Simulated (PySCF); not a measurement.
SMILES CC(C)(C)[SiH2]N (GFN2-xTB optimised geometry):

```
19

C     -0.022    -1.162    -1.246
C      0.470    -0.426     0.000
C      1.998    -0.426     0.000
C     -0.016    -1.176     1.241
Si    -0.161     1.381     0.000
N     -1.881     1.324    -0.100
H     -1.109    -1.173    -1.284
H      0.332    -2.193    -1.247
H      0.344    -0.676    -2.148
H      2.387     0.076     0.884
H      2.383    -1.446    -0.007
H      2.383     0.088    -0.878
H      0.303    -0.672     2.151
H     -1.102    -1.249     1.251
H      0.387    -2.189     1.257
H      0.383     2.059     1.191
H      0.262     2.094    -1.206
H     -2.387     0.719     0.527
H     -2.378     2.193    -0.201
```

Method: PySCF with B3LYP/def2-SVP.

Task: What are the frontier orbital energies and the dipole moment?

Result: HOMO-2 -8.85 eV, HOMO-1 -7.55 eV, HOMO -6.78 eV, LUMO 0.99 eV, LUMO+1 1.35 eV; dipole moment 1.12 D.

Meta-Löwdin charges at B3LYP/def2-SVP: C1 -0.28, C2 -0.14, C3 -0.28, C4 -0.28, Si5 0.76, N6 -0.68, H7 0.09, H8 0.08, H9 0.09, H10 0.09, H11 0.09, H12 0.09, H13 0.09, H14 0.08, H15 0.09, H16 -0.16, H17 -0.13, H18 0.21, H19 0.21.
